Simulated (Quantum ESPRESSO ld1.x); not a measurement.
The numbers below are computed, except where a source is named.
Question: The table gives one normalised radial function P(r) = r R(r) of Si2+ in [Ne] 3s2 (r in bohr). Level of theory: scalar-relativistic Kohn-Sham, relativistic LDA (MacDonald-Vosko exchange, VWN5 correlation), spin-unpolarised, spherical densities, point nucleus (ld1.x of Quantum ESPRESSO 7.5).

r,P
0.01454,0.0511
0.01923,0.0630
0.02545,0.0757
0.03367,0.0880
0.04455,0.0975
0.05895,0.1003
0.07738,0.0920
0.1024,0.0665
0.1355,0.0202
0.1792,-0.0454
0.2372,-0.1186
0.3138,-0.1753
0.4152,-0.1832
0.5493,-0.1157
0.7268,0.0267
0.9617,0.2002
1.272,0.3172
1.684,0.2774
2.228,0.0372
2.947,-0.3058
3.9,-0.5311
5.16,-0.4915
6.827,-0.2785
9.034,-0.0936
11.95,-0.0167
15.81,-0.0013
20.92,0.0000

Which n and l does it have? It may be an empty orbital.

Answer: n = 4, l = 0: the number of nodes gives n - l - 1 = 3, the rise at small r (about r^(l+1)) gives l, and the extent must fit the shell. The curve is that of 4s. 4s (empty): eigenvalue -9.603 eV, 3 radial nodes at r = 0.149, 0.695, 2.30 bohr, <r> = 4.58 bohr, 90 % of the charge inside 6.60 bohr.
